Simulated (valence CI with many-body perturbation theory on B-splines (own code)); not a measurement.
Level structure of Pt63+

Method: valence CI with perturbative core correlation (CI+MBPT): five valence electrons over a frozen Dirac-Fock core [Ne], radial functions for each j: 11 s, 11 p, 10 d, 8 f, 5 g, 2 h, with the one-electron correlation potential Σ1, the two-electron term Σ2, the three-electron term Σ3, Breit, model QED; selected CI, second order for the rest, scaled by the run's own slope (own B-spline code, finite nucleus).

No measured spectrum was set against this ion. As an estimate, large intervals hold to a few tenths of a per cent, small ones and those within an open d or f shell to about a per cent. Among the levels kept, up to 3100 cm⁻¹ of a level comes from second order outside the variational space, and about a tenth of that is noise between levels of different J, which matters for small intervals.

Levels 1 to 45 of 173, with energies above the lowest level, (3s^2 3p1/2^2 3p3/2) J=3/2. "Leading %" is the weight of the configuration and term that name the level; weights of strongly mixed levels are sums over their largest components and can fall short. In the jj column 3d3/2^4 stands for four electrons in 3d with j = 3/2. Lifetimes count E1, E2, E3, M1 and M2 decay at the calculated energies, and are blank where another channel may lead or the interval is too uncertain; long ones can be off by a factor of two.

```
No.  Configuration  Term    J  E (eV)  Leading %  Lifetime                      Leading jj
  1        3s2 3p3   2P°  3/2     0.0         48                3s^2 3p1/2^2 3p3/2 (100 %)
  2     3s2 3p2 3d    2D  3/2   245.8         42   68.5 ps      3s^2 3p1/2^2 3d3/2 (100 %)
  3     3s2 3p2 3d    2D  5/2   364.1         34   3.15 ps       3s^2 3p1/2^2 3d5/2 (99 %)
  4        3s2 3p3   4S°  3/2   443.0         55   1.20 ns       3s^2 3p1/2 3p3/2^2 (99 %)
  5        3s2 3p3   2D°  5/2   455.4         99   2.69 ns       3s^2 3p1/2 3p3/2^2 (99 %)
  6        3s2 3p3   2P°  1/2   471.9         99   2.06 ns       3s^2 3p1/2 3p3/2^2 (99 %)
  7         3s 3p4    4P  5/2   632.9         66   1.90 ps       3s 3p1/2^2 3p3/2^2 (93 %)
  8         3s 3p4    2P  3/2   664.0         32    772 fs       3s 3p1/2^2 3p3/2^2 (65 %)
  9         3s 3p4    2S  1/2   666.8         54    971 fs       3s 3p1/2^2 3p3/2^2 (84 %)
 10     3s2 3p2 3d    4F  5/2   685.8         47   95.2 ps   3s^2 3p1/2 3p3/2 3d3/2 (98 %)
 11     3s2 3p2 3d    4D  1/2   689.5         79   75.3 ps   3s^2 3p1/2 3p3/2 3d3/2 (99 %)
 12     3s2 3p2 3d    4F  3/2   689.9         32   2.22 ps   3s^2 3p1/2 3p3/2 3d3/2 (90 %)
 13     3s2 3p2 3d    2G  7/2   698.9         54    562 ps   3s^2 3p1/2 3p3/2 3d3/2 (98 %)
 14     3s2 3p2 3d    2D  5/2   730.9         37    212 fs   3s^2 3p1/2 3p3/2 3d3/2 (94 %)
 15     3s2 3p2 3d    2P  1/2   742.5         38    156 fs   3s^2 3p1/2 3p3/2 3d3/2 (87 %)
 16     3s2 3p2 3d    2D  3/2   743.8         26    108 fs   3s^2 3p1/2 3p3/2 3d3/2 (75 %)
 17     3s2 3p2 3d    4D  7/2   789.9         48    558 ps  3s^2 3p1/2 3p3/2 3d5/2 (100 %)
 18     3s2 3p2 3d    2G  9/2   803.6         63   60.8 ns   3s^2 3p1/2 3p3/2 3d5/2 (99 %)
 19     3s2 3p2 3d    2P  3/2   803.8         46   3.59 ps   3s^2 3p1/2 3p3/2 3d5/2 (97 %)
 20     3s2 3p2 3d    2F  5/2   807.5         38   4.38 ps   3s^2 3p1/2 3p3/2 3d5/2 (98 %)
 21     3s2 3p2 3d    2D  5/2   828.0         41   1.12 ps   3s^2 3p1/2 3p3/2 3d5/2 (96 %)
 22     3s2 3p2 3d    2F  7/2   830.0         64   1.62 ps   3s^2 3p1/2 3p3/2 3d5/2 (98 %)
 23     3s2 3p2 3d    2D  3/2   839.3         60   2.15 ps   3s^2 3p1/2 3p3/2 3d5/2 (98 %)
 24     3s2 3p2 3d    2P  1/2   843.3         55   1.54 ps   3s^2 3p1/2 3p3/2 3d5/2 (97 %)
 25      3s 3p3 3d   4D°  5/2   874.5         29   19.2 ps   3s 3p1/2^2 3p3/2 3d3/2 (96 %)
 26      3s 3p3 3d   4D°  3/2   876.7         27   7.44 ps   3s 3p1/2^2 3p3/2 3d3/2 (96 %)
 27      3s 3p3 3d   4P°  1/2   879.3         46   19.3 ps   3s 3p1/2^2 3p3/2 3d3/2 (97 %)
 28      3s 3p3 3d   2F°  7/2   886.2         23   17.8 ps   3s 3p1/2^2 3p3/2 3d3/2 (95 %)
 29      3s 3p3 3d   2D°  3/2   905.0         20   1.05 ps   3s 3p1/2^2 3p3/2 3d3/2 (80 %)
 30      3s 3p3 3d   2F°  5/2   916.3         20    599 fs   3s 3p1/2^2 3p3/2 3d3/2 (74 %)
 31        3s2 3p3   2P°  3/2   917.4         49   22.5 ps             3s^2 3p3/2^3 (95 %)
 32      3s 3p3 3d   4D°  1/2   921.5         42    484 fs   3s 3p1/2^2 3p3/2 3d3/2 (87 %)
 33     3s2 3p 3d2   4G°  5/2   947.5         39    301 fs       3s^2 3p1/2 3d3/2^2 (74 %)
 34      3s 3p3 3d   4F°  9/2   978.8         49   22.6 ps   3s 3p1/2^2 3p3/2 3d5/2 (99 %)
 35     3s2 3p 3d2   2P°  1/2   992.8         39    165 fs       3s^2 3p1/2 3d3/2^2 (86 %)
 36     3s2 3p 3d2   2D°  3/2   995.9         33    116 fs       3s^2 3p1/2 3d3/2^2 (79 %)
 37      3s 3p3 3d   4D°  5/2   997.1         30   1.71 ps   3s 3p1/2^2 3p3/2 3d5/2 (97 %)
 38      3s 3p3 3d   4D°  7/2  1004.7         32   2.18 ps   3s 3p1/2^2 3p3/2 3d5/2 (92 %)
 39      3s 3p3 3d   2D°  3/2  1009.2         33    611 fs   3s 3p1/2^2 3p3/2 3d5/2 (82 %)
 40      3s 3p3 3d   2F°  7/2  1022.7         28    555 fs   3s 3p1/2^2 3p3/2 3d5/2 (87 %)
 41      3s 3p3 3d   2P°  1/2  1032.9         47   2.13 ps   3s 3p1/2^2 3p3/2 3d5/2 (96 %)
 42      3s 3p3 3d   2F°  5/2  1037.6         20    706 fs   3s 3p1/2^2 3p3/2 3d5/2 (78 %)
 43      3s 3p3 3d   2P°  3/2  1040.0         19    607 fs   3s 3p1/2^2 3p3/2 3d5/2 (84 %)
 44     3s2 3p 3d2   4G°  7/2  1053.0         54   2.08 ps   3s^2 3p1/2 3d3/2 3d5/2 (96 %)
 45     3s2 3p 3d2   2D°  5/2  1057.4         24   1.57 ps   3s^2 3p1/2 3d3/2 3d5/2 (95 %)
```

The ionisation energy to 3s2 3p2 3P_0 of the next ion comes out as 6920.3 eV (NIST: 6918 ± 19 eV (theoretical)). All 173 levels together are meant to be complete up to 1627.8 eV.
